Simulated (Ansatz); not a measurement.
H₄F₂GeOSi (SMILES F[SiH](F)[O][GeH3]), singlet, geometry from GFN2-xTB, atoms displaced at random by about 0.08 Å a coordinate; B3LYP/STO-3G, gradient (Ansatz, an electronic-structure program).

The Ansatz input:
Ansatz 0.2 input:
```yaml
crystal:
  periodic: [false, false, false]
  atoms:
    - {symbol: Si, position_ang: [1.49507938, -0.48378825, 0.36149581]}
    - {symbol: F, position_ang: [1.17180506, -0.81669452, 1.80918918]}
    - {symbol: F, position_ang: [2.00658910, 1.11373264, 0.60374442]}
    - {symbol: O, position_ang: [0.07967613, -0.46800530, -0.53176317]}
    - {symbol: Ge, position_ang: [-1.54495782, 0.10703962, -0.64853415]}
    - {symbol: H, position_ang: [2.25485557, -1.17796835, -0.50459427]}
    - {symbol: H, position_ang: [-2.14643083, -0.37397177, 0.54439616]}
    - {symbol: H, position_ang: [-2.02792823, -0.32979940, -1.76389513]}
    - {symbol: H, position_ang: [-1.32124577, 1.75136240, -0.53635310]}
basis:
  gaussian:
    orbitals: STO-3G
hamiltonian:
  xc: b3lyp
output: {forces: true}
```

What the program printed (banner, timings and long lists left out):

```
Functional definition: B3LYP
551 factors; integrals over basis functions are off by at most 2.8e-5 eV
mean field evaluation 1: about -71084.9749 eV, gradient 4.6e1 eV
mean field evaluation 2: about -71085.7039 eV, gradient 4.4e1 eV
mean field evaluation 4: about -71091.4311 eV, gradient 2.5e0 eV
mean field evaluation 8: about -71091.4420 eV, gradient 2.6e-2 eV
mean field -71091.44201889 eV, -2612.5623066841 hartree, gradient 3.6e-5 eV, S^2 0.000000; 0 other end points of the search recorded, 0 dependent functions left out
the calculation of the forces begins
reference -71091.44219182 eV, -2612.5623130393 hartree; 38, 38 occupied and 8, 8 virtual orbitals, 551 factors
Total energy: -71091.44219182 eV, -2612.5623130393 hartree
Atom 0 at     1.495079    -0.483788     0.361496 Å, force    -2.745841     5.817902    -3.613902 eV/Å
Atom 1 at     1.171805    -0.816695     1.809189 Å, force    -0.789586    -2.098103     4.886855 eV/Å
Atom 2 at     2.006589     1.113733     0.603744 Å, force    -0.149098    -1.526706    -0.637841 eV/Å
Atom 3 at     0.079676    -0.468005    -0.531763 Å, force     0.105204    -0.233588    -0.164836 eV/Å
Atom 4 at    -1.544958     0.107040    -0.648534 Å, force     3.292148     3.003862     3.144733 eV/Å
Atom 5 at     2.254856    -1.177968    -0.504594 Å, force     2.442586    -1.984689    -1.287374 eV/Å
Atom 6 at    -2.146431    -0.373972     0.544396 Å, force    -0.414350     0.319045    -0.155837 eV/Å
Atom 7 at    -2.027928    -0.329799    -1.763895 Å, force    -0.831774    -0.503755    -1.870155 eV/Å
Atom 8 at    -1.321246     1.751362    -0.536353 Å, force    -0.909289    -2.793967    -0.301643 eV/Å
Dipole moment:    -0.031532    -0.213735    -0.030698 e Å
```
